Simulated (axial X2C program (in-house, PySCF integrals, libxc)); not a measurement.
Density and ELF of OsB

Calculated with an in-house all-electron X2C program for linear molecules (integrals from PySCF). Two-component (2c) means X2C with spin–orbit coupling and atomic mean-field two-electron Coulomb and Gaunt terms. Basis: Os dyall-cv3z [13s14p9d6f4g], B dyall-v3z [7s6p2d1f] (cores contracted in-house); Gaussian nuclei, density fitting, unrestricted open shells. Masses: Os 191.961 u, B 11.009 u.

PBE0, with spin–orbit coupling, state Ω = 3/2 (⟨Sz⟩ = 1.47, ⟨Lz⟩ = 0.03 at PBE0); Os at z = 0, B at z = 1.775 Å.

The maps cover the half plane through the axis: z from -2.4 to 3.6 Å along the bond, ρ from 0.15 to 2.25 Å away from it.

log10 of the density in e/bohr³:

```
 ρ\z  -2.4  -1.8  -1.2  -0.6   0.0   0.6   1.2   1.8   2.4   3.0   3.6
0.15  -3.1  -2.3  -1.4   0.0   1.8  -0.1  -0.7   0.6  -1.1  -1.8  -2.6
0.45  -3.2  -2.4  -1.5  -0.4   0.4  -0.4  -0.9  -1.0  -1.2  -1.9  -2.6
0.75  -3.3  -2.5  -1.7  -0.9  -0.4  -0.8  -1.1  -1.2  -1.5  -2.1  -2.8
1.05  -3.4  -2.7  -2.0  -1.4  -1.1  -1.3  -1.5  -1.6  -1.8  -2.3  -3.0
1.35  -3.5  -2.9  -2.3  -1.8  -1.6  -1.7  -1.8  -2.0  -2.2  -2.6  -3.2
1.65  -3.7  -3.1  -2.6  -2.2  -2.0  -2.1  -2.2  -2.4  -2.6  -3.0  -3.5
1.95  -4.0  -3.4  -2.9  -2.6  -2.4  -2.5  -2.6  -2.7  -3.0  -3.3  -3.8
2.25  -4.2  -3.7  -3.3  -3.0  -2.9  -2.9  -3.0  -3.1  -3.4  -3.7  -4.1
```

Electron localisation function (collinear form, no current term, damped to 0 at low density):

```
 ρ\z  -2.4  -1.8  -1.2  -0.6   0.0   0.6   1.2   1.8   2.4   3.0   3.6
0.15  0.12  0.18  0.28  0.65  0.28  0.57  0.62  1.00  0.85  0.98  0.95
0.45  0.11  0.19  0.25  0.60  0.36  0.53  0.72  0.05  0.93  0.97  0.94
0.75  0.10  0.19  0.25  0.40  0.57  0.38  0.73  0.68  0.94  0.96  0.88
1.05  0.07  0.19  0.26  0.33  0.37  0.34  0.68  0.75  0.89  0.91  0.71
1.35  0.04  0.17  0.27  0.33  0.33  0.35  0.57  0.66  0.78  0.79  0.38
1.65  0.02  0.13  0.24  0.31  0.31  0.31  0.42  0.48  0.57  0.50  0.10
1.95  0.01  0.07  0.18  0.25  0.25  0.23  0.25  0.28  0.28  0.16  0.02
2.25  0.00  0.02  0.10  0.16  0.17  0.14  0.12  0.11  0.08  0.02  0.00
```

Axial spin density in 10⁻³ e/bohr³:

```
 ρ\z  -2.4  -1.8  -1.2  -0.6    0.0   0.6   1.2   1.8   2.4  3.0  3.6
0.15   0.5   2.1   4.6   5.3  216.6   1.2  -3.9  -4.0  39.0  9.1  1.4
0.45   0.5   1.9   6.0  24.6   94.9  22.1  -7.4  -5.1  23.0  6.7  1.2
0.75   0.4   1.7   6.4  30.8  102.8  22.4  -6.0  -3.0   9.4  3.8  0.8
1.05   0.3   1.3   5.1  19.6   40.3  11.9  -3.2  -2.1   3.0  1.8  0.5
1.35   0.2   0.9   3.2   9.6   14.4   4.9  -1.5  -1.3   0.8  0.7  0.2
1.65   0.1   0.5   1.7   4.2    5.2   1.9  -0.7  -0.7   0.1  0.3  0.1
1.95   0.1   0.3   0.8   1.7    1.9   0.6  -0.3  -0.3   0.0  0.1  0.1
2.25   0.1   0.2   0.4   0.7    0.7   0.2  -0.1  -0.2   0.0  0.0  0.0
```

One determinant describes the state; a PBE0 search over occupations chose it and may have missed a lower one. Density functionals use the spin component along the axis (collinear). Other states lie close and PBE0, whose exact exchange favours high spin, may order them wrongly; the determinant shown need not be the ground state. The nearest other 2c determinant of the search, Ω = 1/2, lies 0.22 eV up at the distance of the search. With several unpaired electrons one determinant need not be a pure state. This is the top spin component of a Σ state; components of lower Ω are not single determinants and can lie lower. The determinant is spin-polarised beyond a pure state at some levels (its spin-free form has ⟨S²⟩ too high), which makes Re and μ there less reliable.
